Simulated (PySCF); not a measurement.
Circular dichroism: SMILES [SiH3]C=C=C[SiH3], C$_{3}$H$_{8}$Si$_{2}$

Geometry (Å), atoms numbered from 1 in this order:
```xyz
13

Si    2.592    0.138    0.555
C     1.329    0.051   -0.806
C     0.144   -0.443   -0.592
C    -1.043   -0.906   -0.325
Si   -2.392    0.217    0.290
H     3.800   -0.654    0.198
H     3.021    1.546    0.769
H     1.992   -0.400    1.801
H     1.566    0.426   -1.800
H    -1.233   -1.969   -0.463
H    -3.547    0.209   -0.646
H    -1.853    1.594    0.406
H    -2.880   -0.245    1.617
```

Theory: PySCF, TDDFT CAM-B3LYP/def2-TZVPD circular dichroism and optical rotation, one conformer, gas phase. Geometry: PBE0-D3(BJ)/def2-TZVP.

No stereocentre is labelled: unless the shape is locked (an allene, a helicene, a hindered biaryl), the mirror image is equally populated and a measured rotation or CD is zero. Singlets 4 and 5, 9 and 10 lie within 0.01 eV of each other, so their separate moments and overlaps can depend on how they mix.

Problem. List the lowest 12 singlet excitations with oscillator and rotatory strengths.

Solution. Rotatory strengths R in 10⁻⁴⁰ esu² cm², velocity form and length form (origin at the centre of mass); f in length form.
| state | E (eV) | λ (nm) | f | R (velocity) | R (length) | main |
| --- | --- | --- | --- | --- | --- | --- |
| 1 | 5.67 | 219 | 0.002 | -3.5 | -3.4 | HOMO→LUMO+1 0.43, HOMO−1→LUMO 0.28 |
| 2 | 5.80 | 214 | 7e-05 | -0.4 | -0.6 | HOMO−1→LUMO+1 0.40, HOMO→LUMO 0.31 |
| 3 | 6.58 | 189 | 0.001 | -3.7 | -3.8 | HOMO−1→LUMO+1 0.46, HOMO→LUMO 0.38 |
| 4 | 6.78 | 183 | 0.002 | +7.4 | +7.0 | HOMO→LUMO+2 0.74, HOMO→LUMO 0.17 |
| 5 | 6.79 | 183 | 0.002 | -15.0 | -14.9 | HOMO−1→LUMO+2 0.61, HOMO−1→LUMO 0.31 |
| 6 | 7.08 | 175 | 1.451 | +160.5 | +160.0 | HOMO→LUMO+1 0.42, HOMO−1→LUMO 0.26 |
| 7 | 7.70 | 161 | 0.021 | -0.8 | -0.5 | HOMO→LUMO+4 0.32, HOMO→LUMO+5 0.29 |
| 8 | 7.72 | 161 | 0.011 | -6.2 | -6.1 | HOMO−1→LUMO+5 0.36, HOMO−1→LUMO+4 0.28 |
| 9 | 7.74 | 160 | 0.003 | -2.1 | -2.1 | HOMO→LUMO+3 0.31, HOMO→LUMO+6 0.30 |
| 10 | 7.75 | 160 | 0.005 | -29.7 | -29.3 | HOMO−1→LUMO+3 0.32, HOMO−1→LUMO+6 0.30 |
| 11 | 7.84 | 158 | 0.044 | +65.5 | +64.5 | HOMO−1→LUMO+7 0.37, HOMO→LUMO+4 0.31 |
| 12 | 7.91 | 157 | 0.019 | -17.2 | -16.9 | HOMO→LUMO+7 0.51, HOMO−1→LUMO+4 0.19 |

Among the states computed, the strongest CD band (largest |R|) is state 6. The largest dissymmetry factor in size, g = 4R/(D+G), with D and G the electric and magnetic dipole strengths, is -0.076 for state 10 (velocity form, f = 0.005), among bands with |R| over 0.5. The mirror image has the same energies and oscillator strengths and all R with the opposite sign.
